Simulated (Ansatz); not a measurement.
`[CH3][Sc]([F])[F]` + HCl → `[F][Sc]([F])[Cl]` + CH₄ at 298.15 K and 1 bar (ligand exchange at the Sc–C bond).

Program: Ansatz. Geometries: PBE0-D4/def2-TZVP. ΔE: electronic, gas phase. CBS: MP2 limit from def2 TZ/QZ plus the TZ coupled-cluster correction, frozen cores. This one scheme is used for every species. For Sc outer-core shells are correlated without core-valence functions, which leaves a few kJ/mol of doubt a bond. Scalar relativity is left out up to krypton.

```tsv
species	CCSD(T)/CBS energy (Eh)	H − E (kJ/mol)	S (J/(mol·K))
`[CH3][Sc]([F])[F]`	-999.78512	118.2	359.8
HCl	-460.38127	26.6	186.8
`[F][Sc]([F])[Cl]`	-1419.79433	30.0	321.3
CH₄	-40.46206	127.4	186.2
```

H − E and S are ideal-gas, rigid-rotor, harmonic terms from PBE0-D4/def2-TZVP, for one conformer and one mirror image of each species. 1 Eh = 2625.50 kJ/mol, R = 8.31446 J/(mol·K).

**Question.** By hand: ΔE, ΔH, ΔS and ΔG.

**Answer.** ΔE = (-1419.79433) + (-40.46206) − (-999.78512) − (-460.38127) = -0.09000 Eh = -236.3 kJ/mol. Δ(H − E) = 30.0 + 127.4 − 118.2 − 26.6 = 12.6, so ΔH = -223.7 kJ/mol. ΔS = 321.3 + 186.2 − 359.8 − 186.8 = -39.1 J/(mol·K). ΔG = -223.7 − 298.15 × (-39.1)/1000 = -212.0 kJ/mol.

**Question.** By hand: the equilibrium constant, and the temperature at which ΔG would vanish if ΔH and ΔS stayed fixed.

**Answer.** log₁₀ K = −ΔG/(RT ln 10) = 37.1. ΔG = 0 at ΔH/ΔS = 5721 K, far beyond where these terms or the molecules hold.

ΔH outweighs TΔS. A doubt of 5 kJ/mol in ΔE shifts log₁₀ K by 0.9 here. Other conformers and mirror images would add mixing entropy, several J/(mol·K) or more a flexible species. Modes under 60 cm⁻¹, often nearly free rotors, make the harmonic entropy too high. These are equilibria of isolated gas molecules and say nothing of rates. Largest T1 diagnostic: 0.016 (customary marks: 0.02 for closed shells, 0.045 for open ones).
